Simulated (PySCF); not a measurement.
## LaF₃: PBE0 against B3LYP

Base calculation in PySCF with density fitting and no spin–orbit coupling, PBE0/def2-TZVP (scalar-relativistic core potentials): singlet, C3v, La–F 2.144 Å (×3); F–La–F 115.0° (×3); wavenumbers 69, 132 (×2), 522 (×2), 535 cm⁻¹; dipole moment 4.14 D, gap between the highest occupied and lowest empty levels 7.75 eV, polar-tensor charge of La 2.56 e.

Question: What changes on going to B3LYP/def2-TZVP (scalar-relativistic core potentials)?

Answer: The point group stays the same. Changes: mean bond to La +0.017 Å, smallest bond angle +0.4 degrees, highest wavenumber -12 cm⁻¹, lowest wavenumber -4 cm⁻¹, dipole moment -0.10 D, gap between the highest occupied and lowest empty levels -0.68 eV, polar-tensor charge of La -0.03 e. The new structure has La–F 2.161 Å (×3); F–La–F 115.4° (×3), with wavenumbers 65, 129 (×2), 511 (×2), 523 cm⁻¹.

Only the bonding shown was studied: isomers, or loss of a ligand pair, can lie lower.
